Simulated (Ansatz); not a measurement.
Isolated molecules relaxed with PBE0-D4/def2-TZVP in Ansatz; ΔE leaves out vibrations. CCSD(T)/CBS is the MP2 limit (def2-TZVPP, def2-QZVPP) plus CCSD(T) − MP2 in def2-TZVPP, frozen cores. For Se outer-core shells are correlated without core-valence functions, which leaves a few kJ/mol of doubt a bond. Scalar relativity is left out up to krypton. One conformer a species, not always the lowest.

Reaction (redistribution): `NB[SeH]` + `[NH2][Al]([OH])[OH]` → `[OH][Al]([OH])[SeH]` + `NBN`

```
              species  CCSD(T)/CBS(def2) energy (Eh)
            `NB[SeH]`                    -2482.67368
`[NH2][Al]([OH])[OH]`                     -449.64027
`[OH][Al]([OH])[SeH]`                    -2795.04092
                `NBN`                     -137.29421
```

Problem. Work out ΔE.

Solution. ΔE = (-2795.04092) + (-137.29421) − (-2482.67368) − (-449.64027) = -0.02118 Eh = -0.58 eV.

Largest T1 diagnostic among the species: 0.011.

At CCSD(T), def2-SVP lies −0.06 eV from the extrapolated value and def2-TZVPP +0.01 eV. From BLYP to BHLYP (50 % exact exchange), in def2-TZVPP and without D4, ΔE moves by −0.04 eV. In def2-TZVPP, CCSD(T) changes the Hartree–Fock value by +0.12 eV (the triples alone add +0.01 eV) and MP2 by +0.12 eV.
